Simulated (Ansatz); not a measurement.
Species: CH5BN, charge 0, doublet. CH5BN (SMILES [B](N)C, doublet).
B3LYP-D3(BJ)/def2-TZVP minimum from Ansatz (an electronic-structure program):
```
B
N 1 1.3806
H 2 1.0064 1 123.65
H 2 1.0146 3 113.11 1 180.00
C 1 1.5596 2 127.47 3 180.00
H 5 1.0932 1 110.84 2 121.20
H 5 1.0932 6 106.15 1 -120.44
H 5 1.0989 6 107.89 7 -115.43
```
Charge 0, spin multiplicity 2.

Total energies in hartree (Ansatz). UHF or UKS for unpaired electrons; spin-orbit terms are left out. Cores are frozen in correlated methods. No relativity. For partners of very few electrons the exact lower level stands in for a higher one.

| species | HF/cc-pVTZ | CCSD(T)/cc-pVTZ | HF/cc-pVQZ | CCSD(T)/cc-pVQZ | CCSD(T)/cc-pVDZ | CCSDT(Q)/cc-pVDZ |
|---|---|---|---|---|---|---|
| 1: CH5BN (SMILES C[B]N, doublet) | -119.95000 | -120.46977 | -119.95852 | -120.50599 | -120.34178 | -120.34347 |
| 2: B (doublet) | -24.53207 | -24.59810 | -24.53297 | -24.60084 | -24.58941 | -24.58977 |
| 3: C (triplet) | -37.69157 | -37.78076 | -37.69331 | -37.78654 | -37.76038 | -37.76071 |
| 4: H (doublet) | -0.49981 | -0.49981 | -0.49995 | -0.49995 | -0.49928 | -0.49928 |
| 5: N (quartet) | -54.40069 | -54.51471 | -54.40372 | -54.52482 | -54.47850 | -54.47866 |

Task: Work out the atomisation energy (electronic, to ground-state atoms) in kcal/mol: take Hartree-Fock from cc-pVQZ, extrapolate the CCSD(T) correlation energy as X^-3 (X = 3, 4), and add CCSDT(Q) - CCSD(T) in cc-pVDZ. 1 hartree = 627.51 kcal/mol.

Result: 
Species 1: correlation (64·(-0.54747) - 27·(-0.51977))/37 = -0.56768; step -0.00169; E1 = -119.95852 + (-0.56768) + (-0.00169) = -120.52789
Species 2: correlation (64·(-0.06787) - 27·(-0.06603))/37 = -0.06921; step -0.00036; E2 = -24.53297 + (-0.06921) + (-0.00036) = -24.60254
Species 3: correlation (64·(-0.09323) - 27·(-0.08919))/37 = -0.09618; step -0.00033; E3 = -37.69331 + (-0.09618) + (-0.00033) = -37.78982
Species 4: correlation (64·(0.00000) - 27·(0.00000))/37 = 0.00000; step +0.00000; E4 = -0.49995 + (0.00000) + (+0.00000) = -0.49995
Species 5: correlation (64·(-0.12110) - 27·(-0.11402))/37 = -0.12627; step -0.00016; E5 = -54.40372 + (-0.12627) + (-0.00016) = -54.53015
-1·E1 +1·E2 +1·E3 +5·E4 +1·E5 = 1.10563 hartree = 693.8 kcal/mol.
